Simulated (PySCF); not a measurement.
**Correlation energy of Pt²⁺ (platinum, charge +2)**

[Xe] 4f14 5d8, high-spin 3F determinant. Computed with PySCF 2.14 in def2-QZVPPD with the def2 core potential (60 electrons) (7s5p4d4f2g, 88 functions), with a scalar-relativistic core potential. Frozen: 5s2 5p6; 8 electrons correlated.

```
  level  correlation energy (mhartree)
   CCSD                        -202.74
    (T)                          -6.39
CCSD(T)                        -209.13
```

Diagnostics: T1 = 0.0019, D1 = 0.0030, largest double amplitude 0.033.

Spin-orbit coupling, absent here, splits the open shell strongly.

Cost of the coupled-cluster step: roughly 30 core-seconds, for 8 correlated electrons.
